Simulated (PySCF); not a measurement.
Isomers C₄H₄F₃N₃:

A. `InChI=1S/C4H4F3N3/c1-2-3(4(5,6)7)9-10-8-2/h1H3,(H,8,9,10)`
B. SMILES FC(F)(F)Cn1nccn1
C. `Cn1nncc1C(F)(F)F`
D. `Cn1ncc(C(F)(F)F)n1`
E. `C(C(F)(F)F)n1cnnc1`

Spectrum 1. ¹³C{¹H} NMR (computed): δ 145.5 (C), 138.4 (CH), 130.8 (C), 42.1 (CH3).

Spectrum 2. ¹³C{¹H} NMR (computed): δ 148.1 (C), 132.6 (C), 131.3 (C), 12.6 (CH3).

Spectrum 3. ¹³C{¹H} NMR (computed): δ 139.7 (CH), 135.4 (C), 131.1 (C), 35.7 (CH3).

Spectrum 4. ¹³C{¹H} NMR (computed): δ 146.5 (CH), 131.7 (C), 49.8 (CH2).

Spectrum 5. ¹³C{¹H} NMR (computed): δ 140.4 (CH), 132.1 (C), 58.6 (CH2).

[PySCF 2.14: geometry from GFN2-xTB; σ from GIAO-PBE0/pcSseg-1; gas phase; rapidly exchanging positions averaged; non-relativistic Hamiltonian; single conformer]

Scale: ¹³C (σref 186.93) against TMS (reference shieldings calculated alike). Splittings of carbon signals by F and P are missing where no couplings were computed. Shifts are as computed. Against solution values, carbons near 30 ppm lie about +3 ppm off and those near 130 ppm about +5 ppm. Of 1211 compounds with measured shifts, 218 miss one by over three times the rms of a fit or turn the order of signals round; such compounds aren't used in these exercises.

**Question.** Which spectrum belongs to which compound?

**Answer.** 1–D, 2–A, 3–C, 4–E, 5–B.

- Spectrum 1 (D): 4 ¹³C signals; δC 130.8 is a CF3 carbon; δC 42.1 is a methyl carbon bonded to N.
- Spectrum 2 (A): 4 ¹³C signals; δC 131.3 is a CF3 carbon; δC 12.6 is a methyl carbon on an aromatic ring.
- Spectrum 3 (C): 4 ¹³C signals; δC 131.1 is a CF3 carbon; δC 35.7 is a methyl carbon bonded to N.
- Spectrum 4 (E): 3 ¹³C signals; δC 131.7 is a CF3 carbon; δC 49.8 is an sp3 CH2 bonded to N.
- Spectrum 5 (B): 3 ¹³C signals; δC 140.4 is an aromatic CH next to a ring nitrogen; δC 132.1 is a CF3 carbon.
